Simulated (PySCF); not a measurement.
propyl chloride (C₃H₇Cl), singlet, geometry from GFN2-xTB. Base run: B3LYP/6-31G (PySCF).

Here is a job for PySCF.
```python
from pyscf import gto, scf, dft

mol = gto.M(
    atom='''
C     0.895568   -0.626932    0.008948
C     2.362496   -0.211158    0.028295
C    -0.008376    0.594253    0.001829
H     0.672448   -1.235995    0.886785
H     0.694098   -1.230258   -0.878038
H     3.001061   -1.090297    0.033271
Cl   -1.726146    0.108846   -0.020821
H     2.603733    0.384592   -0.849005
H     2.582092    0.378857    0.915103
H     0.135530    1.199972    0.896784
H     0.157393    1.205765   -0.885371
''',
    basis='6-31g',
    charge=0,
    spin=0,
    verbose=5,
)

mf = dft.RKS(mol)
mf.xc = 'b3lyp'
mf.kernel()
```

The base run was repeated with changes; each row names its change, and settings that it needs were set with it.

| change | ΔE vs base (mEh) | grid points | electrons on the grid |
|---|---|---|---|
| base | 0.000 | 129896 | 42.00007 |
| grids.level = 5 | 0.009 | 336768 | 42.00000 |
| grids.prune = dft.gen_grid.treutler_prune | 0.001 | 113272 | 42.00006 |
| grids.atom_grid = (150, 974) | 0.009 | 890584 | 42.00000 |
| grids.radi_method = delley | 0.000 | 140024 | 42.00007 |
| grids.level = 0 | -39.346 | 9224 | 42.01881 |
| grids.atom_grid = (50, 194) | 0.041 | 72576 | 41.99980 |
| grids.radi_method = gauss_chebyshev | 0.000 | 126976 | 42.00007 |
| grids.atom_grid = (30, 110) | 0.874 | 27072 | 41.99919 |
| grids.atom_grid = (99, 590) | 0.008 | 356384 | 42.00001 |
| grids.level = 7 | 0.009 | 696024 | 42.00000 |
